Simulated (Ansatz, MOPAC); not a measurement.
Species: C₂H₁₀BN₂, net charge 1, singlet state. SMILES: CCB(N)[NH3+]

Atoms: C1, C2, B3, N4, N5, H6, H7, H8, H9, H10, H11, H12, H13, H14, H15. Bonds: C1-C2, C1-H6, C1-H7, C1-H8, C2-B3, C2-H9, C2-H10, B3-N4, B3-N5, N4-H11, N4-H12, N5-H13, N5-H14, N5-H15.

Bond lengths (Å) and angles (degrees) optimised at PM3 with MOPAC; PBE/6-31G* with Ansatz (an electronic-structure program); B3LYP/6-31G* with Ansatz, each started from the B3LYP-D3(BJ)/def2-TZVP structure (Ansatz) of the last column. A row stands for all coordinates that are equal there; 13 of 36 kinds are shown. 6-31G* holds six Cartesian d functions. No wavenumbers were computed at PBE/6-31G*, so these may be saddle points.

| coordinate | PM3 | PBE/6-31G* | B3LYP/6-31G* | B3LYP-D3(BJ)/def2-TZVP |
|---|---|---|---|---|
| C1-C2 | 1.516 | 1.549 | 1.549 | 1.542 |
| C1-H6 | 1.099 | 1.107 | 1.099 | 1.094 |
| C1-H7 | 1.099 | 1.101 | 1.093 | 1.089 |
| C1-H8 | 1.099 to 1.110 | 1.104 | 1.096 | 1.092 |
| C2-B3 | 1.553 | 1.565 | 1.562 | 1.553 |
| C2-H10 | 1.109 | 1.110 | 1.102 | 1.098 |
| B3-N4 | 1.373 | 1.384 | 1.377 | 1.372 |
| B3-N5 | 1.601 | 1.597 | 1.596 | 1.585 |
| C1-C2-B3 | 110.2 | 114.7 | 114.7 | 114.6 |
| C2-B3-N4 | 124.3 | 129.2 | 129.2 | 129.1 |
| C2-B3-N5 | 114.0 | 115.8 | 115.9 | 115.7 |
| N4-B3-N5 | 121.7 | 115.0 | 115.0 | 115.2 |
| C2-C1-H6 | 112.4 | 112.7 | 112.6 | 112.4 |

A range marks coordinates that this level makes unequal.

Mean signed difference of all 14 bond lengths from B3LYP-D3(BJ)/def2-TZVP: PM3 -0.004 Å, PBE/6-31G* 0.012 Å, B3LYP/6-31G* 0.005 Å.
